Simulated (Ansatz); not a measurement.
The cluster BeBr₂ (the lowest singlet isomer of a short search), 3 atoms. Hardware: 4 threads of Arm Neoverse V1 on a shared host.

Correlated methods freeze 18 core orbitals; core or outer-core shells of Br are correlated, in sets that lack core-valence functions.

Task: How many basis functions does each of these Ansatz runs have, and roughly what does it cost? MP2/def2-TZVP, charge 0 singlet, energy, from earlier orbitals; PBE-D4/def2-TZVP, charge 1 doublet at the geometry of the charge 0 singlet, energy, from earlier orbitals; RPA@PBE/def2-TZVP, charge 0 singlet, energy, from earlier orbitals; PBE0-D4/def2-TZVP, charge 0 singlet, energy, from earlier orbitals; RPA@PBE/def2-TZVP, charge 0 quintet, energy, from earlier orbitals; revPBE-D4/def2-TZVP, charge 0 singlet, energy, from earlier orbitals; LC-ωPBE/def2-TZVP, charge 0 triplet, energy, from earlier orbitals; r2SCAN-D4/def2-TZVP, charge 1 doublet at the geometry of the charge 0 singlet, energy, from earlier orbitals; CCSD(T)/def2-TZVPP, charge 1 doublet at the geometry of the charge 0 singlet, energy, from earlier orbitals; HF/STO-3G, charge 0 singlet, energy; r2SCAN-D4/def2-TZVP, charge 0 quintet, energy, from earlier orbitals; PBE0-D4/def2-TZVPD, charge -1 doublet at the geometry of the charge 0 singlet, energy.

Result: Other jobs shared the machine, so times can vary by a factor of up to 3. A dash marks memory too small to be measured apart from the calling script's.

| run | functions | fitting or Cholesky vectors | wall time | peak host memory (GiB) |
| --- | --- | --- | --- | --- |
| HF/STO-3G, charge 0 singlet, energy | 41 | 422 | 0.2 s | – |
| revPBE-D4/def2-TZVP, charge 0 singlet, energy, from earlier orbitals | 115 | 893 | 0.7 s | – |
| MP2/def2-TZVP, charge 0 singlet, energy, from earlier orbitals | 115 | 801 | 0.75 s | – |
| RPA@PBE/def2-TZVP, charge 0 singlet, energy, from earlier orbitals | 115 | 801 | 1.2 s | – |
| PBE0-D4/def2-TZVP, charge 0 singlet, energy, from earlier orbitals | 115 | 967 | 1.9 s | – |
| LC-ωPBE/def2-TZVP, charge 0 triplet, energy, from earlier orbitals | 115 | 893 | 2.3 s | – |
| PBE-D4/def2-TZVP, charge 1 doublet at the geometry of the charge 0 singlet, energy, from earlier orbitals | 115 | 893 | 4.9 s | – |
| RPA@PBE/def2-TZVP, charge 0 quintet, energy, from earlier orbitals | 115 | 801 | 6 s | – |
| r2SCAN-D4/def2-TZVP, charge 1 doublet at the geometry of the charge 0 singlet, energy, from earlier orbitals | 115 | 893 | 14 s | – |
| CCSD(T)/def2-TZVPP, charge 1 doublet at the geometry of the charge 0 singlet, energy, from earlier orbitals | 115 | 801 | 17 s | 0.82 |
| r2SCAN-D4/def2-TZVP, charge 0 quintet, energy, from earlier orbitals | 115 | 893 | 21 s | – |
| PBE0-D4/def2-TZVPD, charge -1 doublet at the geometry of the charge 0 singlet, energy | 136 | 893 | 33 s | – |
